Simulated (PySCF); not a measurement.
# How exact exchange moves a shielding

Molecule: SMILES C(C#CB)=C, C₄H₅B.

Bonds (- single, = double, # triple, : aromatic): B1-C2 1.501 Å, C2#C3 1.228 Å, C3-C4 1.418 Å, C4=C5 1.344 Å. B1 carries H6, H7; C4 carries H8; C5 carries H9, H10. H9 is cis to C3; H10 is trans to C3.

GIAO shieldings (ppm, equivalent atoms averaged) in PySCF 2.14.0 with density-fitted response routines on the PBE0-D3(BJ)/def2-SVP geometry, basis pcSseg-2, gas phase, non-relativistic:

```tsv
functional	exact exchange (%)	σ(B1)	σ(C3)	σ(C5)	σ(C4)
BLYP	0	26.2	20.4	25.8	45.6
BP86	0	27.9	24.0	28.9	49.7
PBE	0	25.8	22.8	28.5	49.4
B3LYP	20	30.4	25.9	27.8	49.2
PBE0	25	31.8	30.1	31.2	53.9
BHandHLYP	50	37.8	32.8	31.4	54.9
HF	100	53.1	42.1	39.7	66.0
```

(1) Fit each shielding as a line in the percentage of exact exchange.

(2) What does the line predict for mPW1PW91 (25 %), and what does the run give?

Answers

(1) σ(B1) = 26.0 + 0.26 x (rms 1.0 ppm); σ(C3) = 22.8 + 0.20 x (rms 1.4 ppm); σ(C5) = 27.3 + 0.12 x (rms 1.4 ppm); σ(C4) = 47.8 + 0.17 x (rms 1.8 ppm). The functionals also differ in their semilocal parts, which the line can't hold; Hartree–Fock has no correlation at all.

(2) σ(B1): 32.5 predicted, 32.7 computed; σ(C3): 27.8 predicted, 30.3 computed; σ(C5): 30.3 predicted, 30.7 computed; σ(C4): 52.0 predicted, 53.4 computed ppm.
